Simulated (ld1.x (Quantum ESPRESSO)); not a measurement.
## Before and after: TM potential for Co (Z = 27)

cobalt (Co), norm-conserving Troullier–Martins (Kleinman–Bylander form), made with ld1.x (Quantum ESPRESSO) 7.5 (PBE, scalar-relativistic). Core [Ar], reference 3d7 4s2 4p0. Waves: 4p (bound, empty): rc 2.40 bohr; 3d (bound): rc 1.15 bohr; 4s (bound): rc 2.20 bohr. Local part: the s channel. Core correction: none.

Change: local potential the p channel.

Cutoffs: the cutoffs (Ry, on a coarse ladder) from which the occupation-weighted sum of valence levels, in a spherical-Bessel basis at the reference potential, stays within 10 and 1 mRy of its value at 400 Ry; they do not see the model core or the augmentation charge, which bear on the density cutoff. Errors are all-electron minus pseudo energies relative to the spin-unpolarised reference configuration.

Q: How do hardness, ghosts and transferability respond?

A: The potential gets neither clearly harder nor softer (180 Ry and 260 Ry → 180 Ry and 260 Ry); a bound ghost appears in s, which as a rule spoils a file; the number of tests that count goes from 6 to 7; of the 6 tests that both files solve, the error grows in 4 and shrinks in 0 by more than 15 % and 0.3 meV (median size 107.9 → 153.8 meV); the range in which the s phases agree narrows (upper end 2.8 → 1.7); the range in which the p phases agree narrows (upper end at the end of the scan → 3.3). In the separable form a ghost depends on how the local part lies against the semilocal potential of the channel, so the choice of the local part can create or remove one.

| quantity | base | changed |
| --- | --- | --- |
| cutoff, loose | 180 Ry | 180 Ry |
| cutoff, tight | 260 Ry | 260 Ry |
| bound ghosts | none | s |
| tests counted (converged, no solver errors) | 6 of 7 | 7 of 7 |
| error for 3d7 4s1 4p0, meV [ΔE 9.03 eV] | +3.5 | -9.5 |
| error for 3d7 4s0 4p0, meV [ΔE 25.82 eV] | +60 | +56 |
| error for 3d6 4s0 4p0, meV [ΔE 61.69 eV] | -156 | -252 |
| error for 3d7 4s0 4p1, meV [ΔE 14.40 eV] | +17 | +17 |
| error for 3d5 4s0 4p0, meV [ΔE 117.04 eV] | -1539 | -1774 |
| error for 3d6 4s2 4p0, meV [ΔE 15.18 eV] | -367 | -686 |
| s: phases at 2.61 bohr within 0.05 rad from the reference energy up to (Ry; the scan ends near 5) | 2.8 | 1.7 |
| p: phases at 2.61 bohr within 0.05 rad from the reference energy up to (Ry; the scan ends near 5) | to the end of the scan | 3.3 |
| d: phases at 2.61 bohr within 0.05 rad from the reference energy up to (Ry; the scan ends near 5) | 0.5 | 0.3 |

Base: Tests not counted: 3d7 4s1.5 4p0 (solver errors, printed error +0.1 meV). Changed file: These tests converged, but a pseudo level misses the all-electron one widely, so the file describes the atom poorly there or has found another state: 3d5 4s0 4p0: empty 4s by 7.8 eV (a node warning on the way). A true bound ghost makes a file unfit for plane-wave use even where its test errors are small: the radial tests pick states by their node count and pass the ghost by.
